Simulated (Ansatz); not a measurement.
`F[SiH](Cl)N[SiH3]` → `N[SiH](F)Cl` + `[SiH2]` at 400 K and 1 bar (silylene loss).

Gas-phase electronic energies from Ansatz, PBE0-D4/def2-TZVP geometries. CCSD(T)/CBS adds triple-zeta CCSD(T) − MP2 to the extrapolated MP2 energy (def2 sets, frozen cores). This one scheme is used for every species. One conformer a species, not always the lowest.

| species | CCSD(T)/CBS energy (Eh) | H − E (kJ/mol) | S (J/(mol·K)) |
| --- | --- | --- | --- |
| `F[SiH](Cl)N[SiH3]` | -1195.61660 | 181.6 | 411.8 |
| `N[SiH](F)Cl` | -905.31614 | 130.9 | 344.1 |
| `[SiH2]` | -290.19011 | 44.2 | 218.1 |

H − E and S are ideal-gas, rigid-rotor, harmonic terms from PBE0-D4/def2-TZVP, for one conformer and one mirror image of each species. 1 Eh = 2625.50 kJ/mol, R = 8.31446 J/(mol·K).

Question: By hand: ΔE, ΔH, ΔS and ΔG.

Answer: ΔE = (-905.31614) + (-290.19011) − (-1195.61660) = 0.11035 Eh = 289.7 kJ/mol. Δ(H − E) = 130.9 + 44.2 − 181.6 = -6.5, so ΔH = 283.2 kJ/mol. ΔS = 344.1 + 218.1 − 411.8 = 150.4 J/(mol·K). ΔG = 283.2 − 400 × (150.4)/1000 = 223.0 kJ/mol.

Question: By hand: the equilibrium constant, and the temperature at which ΔG would vanish if ΔH and ΔS stayed fixed.

Answer: log₁₀ K = −ΔG/(RT ln 10) = -29.1. ΔG = 0 at ΔH/ΔS = 1883 K.

The number of gas molecules changes by +1, which sets the sign of ΔS. A doubt of 5 kJ/mol in ΔE shifts log₁₀ K by 0.7 here. Other conformers and mirror images would add mixing entropy, several J/(mol·K) or more a flexible species. Modes under 60 cm⁻¹, often nearly free rotors, make the harmonic entropy too high. These are equilibria of isolated gas molecules and say nothing of rates. Largest T1 diagnostic: 0.014 (customary marks: 0.02 for closed shells, 0.045 for open ones).
